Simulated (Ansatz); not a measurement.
A nudged elastic band was laid between two geometries of H$_{8}$NPSi$_{2}$ (12 atoms, charge 0, multiplicity 1).

Level of theory: RKS BLYP/cc-pVDZ (Ansatz 0.2.0).

```json
{
 "movable images": "5",
 "climbing image": "yes",
 "spring": "5.0 eV/Å²",
 "optimiser": "quadratic models (default)",
 "start path": "through a guess of the saddle point",
 "force threshold": "0.05 eV/Å",
 "iteration limit": "60",
 "end points": "relaxed"
}
```

Initial state:

```xyz
12
Properties=species:S:1:pos:R:3
Si -0.728 2.109 -0.047
N -0.583 0.420 0.478
Si 0.773 -0.711 0.323
P -0.072 -2.804 -0.184
H -0.386 3.114 1.028
H 0.212 2.306 -1.202
H -2.148 2.373 -0.479
H -1.333 0.104 1.108
H 1.556 -0.889 1.605
H 1.687 -0.129 -0.720
H 1.244 -3.401 -0.271
H -0.146 -2.547 -1.606
```

Final state:

```xyz
12
Properties=species:S:1:pos:R:3
Si -0.624 2.708 0.323
N -0.973 0.615 0.118
Si 0.526 -0.471 0.057
P -0.108 -2.707 -0.015
H 0.375 2.404 1.474
H 0.482 2.604 -0.765
H -1.553 0.514 -0.731
H -1.599 0.354 0.899
H 1.245 -0.226 1.346
H 1.293 0.003 -1.137
H 1.272 -3.138 -0.081
H -0.259 -2.715 -1.454
```

Q: What changes between the two ends?

A: Bonds broken: Si1–H7. Bonds formed: N2–H7.

Q: What energy profile does the band end with?

A: The run converged. The highest image is number 4 of 0 to 6, 2.68 eV above the first end and 1.27 eV above the last; the last end lies 1.41 eV above the first. Neighbouring images differ by up to 1.9 eV, so the band resolves the path poorly. A vibrational analysis at the climbing image gives one clearly imaginary mode, 1361i cm⁻¹: a first-order saddle point. The orbitals stay closed-shell, which can raise the energy where a bond breaks towards radicals; this wasn't checked here.

```json
{"image": "0", "path coordinate (Å)": "0.00", "energy (eV)": "0.00", "Si1–H7 (Å)": "1.51", "N2–H7 (Å)": "2.68"}
{"image": "1", "path coordinate (Å)": "0.79", "energy (eV)": "0.01", "Si1–H7 (Å)": "1.51", "N2–H7 (Å)": "2.70"}
{"image": "2", "path coordinate (Å)": "1.57", "energy (eV)": "0.02", "Si1–H7 (Å)": "1.51", "N2–H7 (Å)": "2.72"}
{"image": "3", "path coordinate (Å)": "2.36", "energy (eV)": "0.75", "Si1–H7 (Å)": "1.49", "N2–H7 (Å)": "2.21"}
{"image": "4", "path coordinate (Å)": "3.15", "energy (eV)": "2.68", "Si1–H7 (Å)": "1.63", "N2–H7 (Å)": "1.41"}
{"image": "5", "path coordinate (Å)": "4.34", "energy (eV)": "1.43", "Si1–H7 (Å)": "2.58", "N2–H7 (Å)": "1.03"}
{"image": "6", "path coordinate (Å)": "5.53", "energy (eV)": "1.41", "Si1–H7 (Å)": "2.60", "N2–H7 (Å)": "1.03"}
```

Q: What is the geometry of the highest image?

A: 
```xyz
12
Properties=species:S:1:pos:R:3
Si -0.680 2.516 0.079
N -0.704 0.508 0.244
Si 0.667 -0.617 -0.037
P -0.094 -2.799 0.098
H -0.765 3.022 1.513
H 0.766 2.732 -0.326
H -1.451 1.287 -0.662
H -1.428 0.206 0.913
H 1.743 -0.439 1.010
H 1.235 -0.251 -1.379
H 1.231 -3.341 -0.116
H -0.442 -2.878 -1.303
```

The run took 3.4 min on 2 threads of Arm Neoverse V1, with other jobs on the host, peak memory 0.16 GiB.
